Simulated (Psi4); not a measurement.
O2Si, triplet, geometry from GFN2-xTB (a higher spin typed on purpose: for a closed-shell molecule this is an excited state); PBE0/6-31G* in Psi4 1.11.

Input for Psi4:
```
memory 2 GB

molecule {
0 3
  O    -1.25209476    0.43857993   -0.24641232
  Si   -0.03540361   -0.36887068    0.27017815
  O     1.31405109    0.20694376   -0.22639944
}

set basis 6-31g*
set reference uks
set scf_type pk
set puream true
set d_convergence 1e-8
set dft_radial_points 99
set dft_spherical_points 590

energy('pbe0')
print_variables()
```

What the program printed (banner, timings and long lists left out):

```
   => Loading Basis Set <=

    Name: 6-31G*
    Role: ORBITAL
    Keyword: BASIS

         ---------------------------------------------------------
                                   SCF
               by Justin Turney, Rob Parrish, Andy Simmonett
                          and Daniel G. A. Smith
                              UKS Reference
         ---------------------------------------------------------

  ==> Geometry <==

    Molecular point group: c2v
    Full point group: C2v

    Geometry (in Angstrom), charge = 0, multiplicity = 3:

       Center              X                  Y                   Z               Mass
    ------------   -----------------  -----------------  -----------------  -----------------
         O           -1.288328408645    -0.000000000000     0.401167811120    15.994914619570
         SI          -0.000000000000     0.000000000000    -0.458709778506    27.976926534650
         O            1.288328408645     0.000000000000     0.401167811120    15.994914619570

  Running in c2v symmetry.

  Rotational constants: A =      1.52764  B =      0.31749  C =      0.26286 [cm^-1]
  Rotational constants: A =  45797.58404  B =   9518.14049  C =   7880.36029 [MHz]
  Nuclear repulsion =   89.671452375208645

  Charge       = 0
  Multiplicity = 3
  Electrons    = 30
  Nalpha       = 16
  Nbeta        = 14

  ==> Algorithm <==

  SCF Algorithm Type is PK.
  DIIS enabled.
  MOM disabled.
  Fractional occupation disabled.
  Guess Type is SAD.
  Energy threshold   = 1.00e-06
  Density threshold  = 1.00e-08
  Integral threshold = 1.00e-12

  ==> Primary Basis <==

  Basis Set: 6-31G*
    Blend: 6-31G*
    Number of shells: 20
    Number of basis functions: 46
    Number of Cartesian functions: 49
    Spherical Harmonics?: true
    Max angular momentum: 2

  ==> DFT Potential <==

   => LibXC <=

    Version 7.1.2
    S. Lehtola, C. Steigemann, M. J. T. Oliveira, and M. A. L. Marques,  SoftwareX 7, 1–5 (2018) (10.1016/j.softx.2017.11.002)

   => Composite Functional: PBE0 <=

    PBE0 Hyb-GGA Exchange-Correlation Functional

    C. Adamo and V. Barone,  J. Chem. Phys. 110, 6158 (1999) (10.1063/1.478522)
    M. Ernzerhof and G. E. Scuseria,  J. Chem. Phys. 110, 5029 (1999) (10.1063/1.478401)

    Deriv               =              1
    GGA                 =           TRUE
    Meta                =          FALSE

    Exchange Hybrid     =           TRUE
    MP2 Hybrid          =          FALSE

   => Exchange Functionals <=

    0.7500   Perdew, Burke & Ernzerhof

   => Exact (HF) Exchange <=

    0.2500               HF

   => Correlation Functionals <=

    1.0000   Perdew, Burke & Ernzerhof

   => LibXC Density Thresholds  <==

    XC_HYB_GGA_XC_PBEH:  1.00E-15

   => Molecular Quadrature <=

    Radial Scheme          =       TREUTLER
    Pruning Scheme         =           NONE
    Nuclear Scheme         =       TREUTLER

    Blocking Scheme        =         OCTREE
    BS radius alpha        =              1
    Pruning alpha          =              1
    Radial Points          =             99
    Spherical Points       =            590
    Total Points           =         168035
    Total Blocks           =           1301
    Max Points             =            256
    Max Functions          =             45
    Weights Tolerance      =       1.00E-15

  ==> Integral Setup <==

  Using in-core PK algorithm.
   Calculation information:
      Number of atoms:                   3
      Number of AO shells:              20
      Number of primitives:             57
      Number of atomic orbitals:        49
      Number of basis functions:        46

      Integral cutoff                 1.00e-12
      Number of threads:                 1

  Performing in-core PK
  Using 1169642 doubles for integral storage.
  We computed 21421 shell quartets total.
  Whereas there are 22155 unique shell quartets.

  ==> DiskJK: Disk-Based J/K Matrices <==

    J tasked:                  Yes
[...]
   -------------------------
    Total      46      46
   -------------------------

  ==> Iterations <==

                        Total Energy        Delta E     RMS |[F,P]|

   @UKS iter SAD:  -438.89767951631126   -4.38898e+02   0.00000e+00
   @UKS iter   1:  -439.35384515125844   -4.56166e-01   2.59427e-02 ADIIS/DIIS
   @UKS iter   2:  -438.84904436995163    5.04801e-01   4.87940e-02 ADIIS/DIIS
   @UKS iter   3:  -439.54124072574166   -6.92196e-01   4.90613e-03 ADIIS/DIIS
   @UKS iter   4:  -439.54730625239034   -6.06553e-03   8.07849e-04 ADIIS/DIIS
   @UKS iter   5:  -439.54768777189054   -3.81520e-04   2.64022e-04 ADIIS/DIIS
   @UKS iter   6:  -439.54779515790665   -1.07386e-04   9.06948e-05 DIIS
   @UKS iter   7:  -439.54782524324924   -3.00853e-05   5.48041e-05 DIIS
   @UKS iter   8:  -439.54783652133966   -1.12781e-05   2.09042e-05 DIIS
   @UKS iter   9:  -439.54783790838786   -1.38705e-06   5.27429e-06 DIIS
   @UKS iter  10:  -439.54783794382541   -3.54376e-08   1.77702e-06 DIIS
   @UKS iter  11:  -439.54783794586592   -2.04051e-09   1.99437e-07 DIIS
   @UKS iter  12:  -439.54783794590929   -4.33715e-11   3.54321e-08 DIIS
   @UKS iter  13:  -439.54783794591071   -1.42109e-12   3.58337e-09 DIIS
  Energy and wave function converged.

  ==> Post-Iterations <==

   Electrons on quadrature grid:
      Nalpha   =   15.9999999324 ; deviation = -6.760e-08
      Nbeta    =   13.9999999957 ; deviation = -4.312e-09
      Ntotal   =   29.9999999281 ; deviation = -7.191e-08

   @Spin Contamination Metric:   1.198709968E-02
   @S^2 Expected:                2.000000000E+00
   @S^2 Observed:                2.011987100E+00
   @S   Expected:                1.000000000E+00
   @S   Observed:                1.000000000E+00

    Orbital Energies [Eh]
    ---------------------

    Alpha Occupied:

[...]
       8A1    -0.300218

    Alpha Virtual:

[...]
    Beta Occupied:

[...]
    Beta Virtual:

[...]
    Final Occupation by Irrep:
             A1    A2    B1    B2
    DOCC [     7,    1,    4,    2 ]
    SOCC [     1,    0,    1,    0 ]
    NA   [     8,    1,    5,    2 ]
    NB   [     7,    1,    4,    2 ]

  @UKS Final Energy:  -439.54783794591071

   => Energetics <=

    Nuclear Repulsion Energy =             89.6714523752086450
    One-Electron Energy =                -786.3480843489601284
    Two-Electron Energy =                 285.7282510379154132
    DFT Exchange-Correlation Energy =     -28.5994570100746763
    Empirical Dispersion Energy =           0.0000000000000000
    VV10 Nonlocal Energy =                  0.0000000000000000
    Total Energy =                       -439.5478379459107146

  UHF NO Occupations:
  HONO-2 :    7 A1 1.9960263
  HONO-1 :    8 A1 1.0000000
  HONO-0 :    5 B1 1.0000000
  LUNO+0 :    9 A1 0.0039737
  LUNO+1 :    6 B1 0.0007620
  LUNO+2 :   10 A1 0.0006897
  LUNO+3 :    7 B1 0.0001848

Computation Completed

Properties will be evaluated at   0.000000,   0.000000,   0.000000 [a0]

Properties computed using the SCF density matrix

 Multipole Moments:

 ------------------------------------------------------------------------------------
     Multipole            Electronic (a.u.)      Nuclear  (a.u.)        Total (a.u.)
 ------------------------------------------------------------------------------------

 L = 1.  Multiply by 2.5417464519 to convert [e a0] to [Debye]
 Dipole X            :          0.0000000            0.0000000            0.0000000
 Dipole Y            :          0.0000000            0.0000000            0.0000000
 Dipole Z            :         -0.8774062           -0.0061452           -0.8835514
 Magnitude           :                                                    0.8835514

 ------------------------------------------------------------------------------------

  Variable Map:
  ----------------------------------------------------------------------------
[...]
  Array Variable Map:
  ----------------------------------------------------------------------------
[...]
[...]
```
